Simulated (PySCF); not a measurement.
[Ti(Cl)4], neutral singlet in the gas phase. 

Z-matrix (Å, degrees):
```
Ti
Cl 1 2.1730
Cl 1 2.1731 2 109.50
Cl 1 2.1733 2 109.45 3 -119.98
Cl 1 2.1733 2 109.45 4 -120.13
```
Charge 0, spin multiplicity 1.

All levels are single points at this geometry (TPSS-D3(BJ)/def2-SVP); Pople sets use spherical d functions. Orbital energies aren't observables, and empty levels follow the basis.

B3LYP/LANL2DZ in PySCF gives dipole (D) = 0.00.

Task: Estimate the dipole (D) from each of these levels: B3LYP-D3(BJ)/def2-TZVP in PySCF; TPSSh-D3(BJ)/def2-TZVP in PySCF; B3LYP/3-21G in PySCF; B3LYP/6-311+G** (LANL2DZ on Ti) in PySCF; B3LYP/6-31G* (LANL2DZ on Ti) in PySCF.

Result: 
```json
[
 {"level": "B3LYP-D3(BJ)/def2-TZVP in PySCF", "dipole (D)": "0.00"},
 {"level": "TPSSh-D3(BJ)/def2-TZVP in PySCF", "dipole (D)": "0.00"},
 {"level": "B3LYP/3-21G in PySCF", "dipole (D)": "0.00"},
 {"level": "B3LYP/6-311+G** (LANL2DZ on Ti) in PySCF", "dipole (D)": "0.00"},
 {"level": "B3LYP/6-31G* (LANL2DZ on Ti) in PySCF", "dipole (D)": "0.00"}
]
```
